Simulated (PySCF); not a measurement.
C₂H₇NOSi₂.
Numbering: `[CH:1]#[C:2][Si@H:3]([OH:4])[SiH2:5][NH2:6]` (hydrogens: H7 on C1; H8 on Si3; H9 on O4; H10, H11 on Si5; H12, H13 on N6)

Cartesian coordinates in Å at the PBE0-D3(BJ)/def2-SVP level; atoms count from 1:
```xyz
13
C2H7NOSi2 angstrom
C      2.037   -0.068   -2.254
C      1.466    0.315   -1.249
Si     0.587    0.844    0.280
O      1.660    1.001    1.550
Si    -1.002   -0.755    0.908
N     -2.225   -0.740   -0.327
H      2.537   -0.409   -3.143
H     -0.059    2.156   -0.053
H      2.426    1.562    1.394
H     -1.463   -0.450    2.307
H     -0.390   -2.118    0.934
H     -2.901   -1.495   -0.368
H     -2.667    0.140   -0.568
```

Jobs on this species (13 atoms, 62 electrons) with PySCF (density fitting). Hardware of each: one thread, Arm Neoverse V1 (aarch64), no GPU (shared host). Times come from a shared host and carry two figures at best. Peak memory is the resident size of the whole Python process, interpreter and libraries included.

| level and settings | work | basis functions | SCF cycles | wall time | peak memory |
| --- | --- | --- | --- | --- | --- |
| delta-SCF UKS SCAN, pcX-1 on the ionised atom, pcseg-1 elsewhere, spin-free X2C | ΔSCF core ionisation, 8 holes | 149 | ? | ? | ? |
| delta-SCF UKS SCAN, def2-TZVP on the ionised atom, pcseg-1 elsewhere, spin-free X2C | ΔSCF core ionisation, 8 holes | 146 | ? | ? | ? |
| delta-SCF UKS SCAN, pcX-2 on the ionised atom, pcseg-1 elsewhere, spin-free X2C | ΔSCF core ionisation, 8 holes | 169 | 137 | 64 s | 0.62 GiB |
| delta-SCF UKS PBE, pcX-2 on the ionised atom, pcseg-1 elsewhere, spin-free X2C | ΔSCF core ionisation, 8 holes | 169 | 134 | 40 s | 0.66 GiB |
| delta-SCF UKS HF, pcX-2 on the ionised atom, pcseg-1 elsewhere, spin-free X2C | ΔSCF core ionisation, 8 holes | 169 | 119 | 55 s | 0.54 GiB |
| delta-SCF UKS B3LYP, pcX-2 on the ionised atom, pcseg-1 elsewhere, spin-free X2C | ΔSCF core ionisation, 8 holes | 169 | 122 | 79 s | 0.79 GiB |
| delta-SCF UKS PBE0, pcX-2 on the ionised atom, pcseg-1 elsewhere, spin-free X2C | ΔSCF core ionisation, 8 holes | 169 | 117 | 86 s | 0.72 GiB |
| PBE0-D3(BJ)/def2-SVP, grid level 1 | geometry optimisation from a GFN2-xTB start shaken at random | 127 | 150 | 3.3 min | 0.53 GiB |
| delta-SCF UKS SCAN, pcX-2 on the ionised atom, pcseg-1 elsewhere, non-relativistic | ΔSCF core ionisation, 8 holes | 169 | 135 | 61 s | 0.63 GiB |

Problem. Fill in the missing figures.

Solution. 
- delta-SCF UKS SCAN, pcX-1 on the ionised atom, pcseg-1 elsewhere, spin-free X2C; ΔSCF core ionisation, 8 holes: 56 s, 0.54 GiB, 138 SCF cycles
- delta-SCF UKS SCAN, def2-TZVP on the ionised atom, pcseg-1 elsewhere, spin-free X2C; ΔSCF core ionisation, 8 holes: 59 s, 0.54 GiB, 135 SCF cycles

Problem. What do all jobs in the table cost together?

Solution. About 12 min; the longest takes about 28 % of that, and about 5 times as long as the shortest.
